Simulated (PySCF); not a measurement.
platinum atom (Pt), triplet (core potentials on Pt); REVPBE/def2-SVPD in PySCF.

Input for PySCF:
```python
from pyscf import gto, scf, dft

mol = gto.M(
    atom='''
Pt    0.00000000    0.00000000    0.00000000
''',
    basis='def2-svpd',
    ecp={'Pt': 'def2-svpd'},
    spin=2,
    verbose=4,
)

mf = dft.UKS(mol)
mf.xc = 'revpbe'
mf.kernel()
```

It wrote (shortened):

```
PySCF version 2.14.0

[INPUT] verbose = 4
[INPUT] num. atoms = 1
[INPUT] num. electrons = 18
[INPUT] charge = 0
[INPUT] spin (= nelec alpha-beta = 2S) = 2
[INPUT] symmetry False subgroup None
[INPUT] Mole.unit = angstrom
[INPUT] Symbol           X                Y                Z      unit          X                Y                Z       unit  Magmom
[...]
nuclear repulsion = 0
number of shells = 13
number of NR pGTOs = 60
number of NR cGTOs = 35
basis = def2-svpd
ecp = {'Pt': 'def2-svpd'}

******** <class 'pyscf.dft.uks.UKS'> ********
method = UKS
initial guess = minao
damping factor = 0
level_shift factor = 0
DIIS = <class 'pyscf.scf.diis.CDIIS'>
diis_start_cycle = 1
diis_space = 8
diis_damp = 0
SCF conv_tol = 1e-09
SCF conv_tol_grad = None
SCF max_cycles = 50
direct_scf = True
direct_scf_tol = 1e-13
number electrons alpha = 10  beta = 8
XC library pyscf.dft.libxc version 7.1.2
    S. Lehtola, C. Steigemann, M. J. T. Oliveira, and M. A. L. Marques,  SoftwareX 7, 1–5 (2018)
XC functionals = revpbe
    Y. Zhang and W. Yang,  Phys. Rev. Lett. 80, 890 (1998)
    J. P. Perdew, K. Burke, and M. Ernzerhof,  Phys. Rev. Lett. 77, 3865 (1996)
    J. P. Perdew, K. Burke, and M. Ernzerhof,  Phys. Rev. Lett. 78, 1396 (1997)
radial grids:
    Treutler-Ahlrichs [JCP 102, 346 (1995); DOI:10.1063/1.469408] (M4) radial grids

becke partition: Becke, JCP 88, 2547 (1988); DOI:10.1063/1.454033
pruning grids: <function nwchem_prune>
grids dens level: 3
symmetrized grids: False
atomic radii adjust function: <function treutler_atomic_radii_adjust>
small_rho_cutoff = 0
Set gradient conv threshold to 3.16228e-05
tot grids = 24312
init E= -108.06553000932

cycle= 1 E= -119.085448218623  delta_E=  -11  |g|= 0.636  |ddm|= 5.53

cycle= 2 E= -115.55371430216  delta_E= 3.53  |g|= 2.11  |ddm|= 3.74
cycle= 3 E= -119.333572795724  delta_E= -3.78  |g|= 0.131  |ddm|= 3.12

cycle= 4 E= -119.337883860733  delta_E= -0.00431  |g|= 0.117  |ddm|= 1.24
cycle= 5 E= -119.345066507013  delta_E= -0.00718  |g|= 0.0429  |ddm|= 1.17
cycle= 6 E= -119.345033023615  delta_E= 3.35e-05  |g|= 0.0389  |ddm|= 0.259
cycle= 7 E= -119.345512949844  delta_E= -0.00048  |g|= 0.0295  |ddm|= 0.235

cycle= 8 E= -119.345644363284  delta_E= -0.000131  |g|= 0.0166  |ddm|= 0.158

cycle= 9 E= -119.345803172471  delta_E= -0.000159  |g|= 0.0128  |ddm|= 0.249

cycle= 10 E= -119.345887371708  delta_E= -8.42e-05  |g|= 0.0043  |ddm|= 0.105

cycle= 11 E= -119.345895814681  delta_E= -8.44e-06  |g|= 0.00303  |ddm|= 0.0325

[...]

cycle= 22 E= -119.345904011487  delta_E= -6.19e-07  |g|= 0.000955  |ddm|= 0.00448

cycle= 23 E= -119.345904357616  delta_E= -3.46e-07  |g|= 0.000735  |ddm|= 0.00207

cycle= 24 E= -119.345904831355  delta_E= -4.74e-07  |g|= 0.000196  |ddm|= 0.00979

cycle= 25 E= -119.345904841999  delta_E= -1.06e-08  |g|= 0.000171  |ddm|= 0.00324

cycle= 26 E= -119.345904867007  delta_E= -2.5e-08  |g|= 6.14e-05  |ddm|= 0.0019

cycle= 27 E= -119.345904867703  delta_E= -6.95e-10  |g|= 8.5e-05  |ddm|= 0.00147

cycle= 28 E= -119.345904872327  delta_E= -4.62e-09  |g|= 4.98e-05  |ddm|= 0.0013

cycle= 29 E= -119.345904866451  delta_E= 5.88e-09  |g|= 4.91e-05  |ddm|= 0.00111

cycle= 30 E= -119.345904696069  delta_E= 1.7e-07  |g|= 0.000506  |ddm|= 0.0142

cycle= 31 E= -119.345904907829  delta_E= -2.12e-07  |g|= 6.55e-05  |ddm|= 0.00856

cycle= 32 E= -119.345899051176  delta_E= 5.86e-06  |g|= 0.00241  |ddm|= 0.041

cycle= 33 E= -119.345889117461  delta_E= 9.93e-06  |g|= 0.00399  |ddm|= 0.0199

cycle= 34 E= -119.345890792886  delta_E= -1.68e-06  |g|= 0.00377  |ddm|= 0.00294

cycle= 35 E= -119.345891231127  delta_E= -4.38e-07  |g|= 0.00371  |ddm|= 0.000665

cycle= 36 E= -119.345893509487  delta_E= -2.28e-06  |g|= 0.00338  |ddm|= 0.0043

cycle= 37 E= -119.345899850593  delta_E= -6.34e-06  |g|= 0.00224  |ddm|= 0.0149

cycle= 38 E= -119.345904742117  delta_E= -4.89e-06  |g|= 0.000412  |ddm|= 0.0342

cycle= 39 E= -119.345904833394  delta_E= -9.13e-08  |g|= 0.000275  |ddm|= 0.00162

cycle= 40 E= -119.345904564222  delta_E= 2.69e-07  |g|= 0.000579  |ddm|= 0.00465

cycle= 41 E= -119.345904702772  delta_E= -1.39e-07  |g|= 0.000488  |ddm|= 0.00855

cycle= 42 E= -119.345904323415  delta_E= 3.79e-07  |g|= 0.0008  |ddm|= 0.00372

cycle= 43 E= -119.345904009818  delta_E= 3.14e-07  |g|= 0.000971  |ddm|= 0.00319

cycle= 44 E= -119.345903795605  delta_E= 2.14e-07  |g|= 0.00107  |ddm|= 0.00438

cycle= 45 E= -119.345904228328  delta_E= -4.33e-07  |g|= 0.000817  |ddm|= 0.00554

cycle= 46 E= -119.345904790996  delta_E= -5.63e-07  |g|= 0.000266  |ddm|= 0.00778

cycle= 47 E= -119.345901700914  delta_E= 3.09e-06  |g|= 0.00176  |ddm|= 0.0245

cycle= 48 E= -119.345904180384  delta_E= -2.48e-06  |g|= 0.000767  |ddm|= 0.0114

cycle= 49 E= -119.345904589627  delta_E= -4.09e-07  |g|= 0.000467  |ddm|= 0.0152

cycle= 50 E= -119.345904744343  delta_E= -1.55e-07  |g|= 0.000192  |ddm|= 0.00444
SCF not converged.
SCF energy = -119.345904744343 after 50 cycles  <S^2> = 2.0005871  2S+1 = 3.0003914
```

The run did not converge; its last values are not results.
